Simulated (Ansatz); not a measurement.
Reaction (cleavage of the Sb–Si bond): `N[Si](O)(Cl)[SbH2]` + NH₃ → `[NH2][SbH2]` + `N[SiH](O)Cl`

Computed with Ansatz on PBE0-D4/def2-TZVP structures; ΔE is electronic, products minus reactants. CCSD(T)/CBS is the MP2 limit (def2-TZVPP, def2-QZVPP) plus CCSD(T) − MP2 in def2-TZVPP, frozen cores. This one scheme is used for every species. Functionals use def2-TZVPP. B3LYP here is the variant with VWN-RPA as its local correlation; programs differ in this. HSE06 is defined as in plane-wave codes. def2 core potentials past Kr. For Sb outer-core shells are correlated without core-valence functions, which leaves a few kJ/mol of doubt a bond. One conformer a species, not always the lowest.

Problem. Is it downhill or uphill in electronic energy at CCSD(T)/CBS, and by how much? (An estimate is asked.)

Solution. Computed: Uphill: ΔE = +56.7 kJ/mol.

Problem. What do these levels give: HSE06-D4, ωB97M-V, B2PLYP, B3LYP, r2SCANh, LC-ωPBE, RPA@PBE/def2-TZVPP, HF/def2-SVP, MP2/def2-SVP, CCSD(T)/def2-SVP, HF/def2-TZVPP, MP2/def2-QZVPP? (Best estimate.)

Solution. Ansatz gave: HSE06-D4 65.4, ωB97M-V 53.1, B2PLYP 47.8, B3LYP 45.4, r2SCANh 56.6, LC-ωPBE 50.7, RPA@PBE/def2-TZVPP 44.3, HF/def2-SVP 46.6, MP2/def2-SVP 56.4, CCSD(T)/def2-SVP 55.9, HF/def2-TZVPP 33.6, MP2/def2-QZVPP 58.4 kJ/mol.

Problem. What do rigid-rotor, harmonic-oscillator terms from PBE0-D4/def2-TZVP frequencies (298.15 K, 1 bar) make of the CCSD(T)/CBS value? (An estimate is asked.)

Solution. Computed: ΔZPE = -2.8 kJ/mol, ΔH = +49.5 kJ/mol, ΔS = 10 J/(mol·K), ΔG = +46.4 kJ/mol.

Largest T1 diagnostic among the species: 0.013.

In def2-TZVPP, CCSD(T) changes the Hartree–Fock value by +17.9 kJ/mol (the triples alone add +2.6 kJ/mol) and MP2 by +22.4 kJ/mol. The D4 term adds +10.8 kJ/mol with B3LYP and +6.3 kJ/mol with PBE0; it sums over pairs of atoms, weighted by their polarisabilities, and B3LYP, whose exchange is more repulsive, gets the larger term. Leaving LDA and LC-ωPBE aside and taking each functional with its dispersion term where it has one, the values, not all of them listed here, spread over 17.9 kJ/mol, from B2PLYP to PBE-D4. LDA lies +6.4 kJ/mol from PBE without D4.
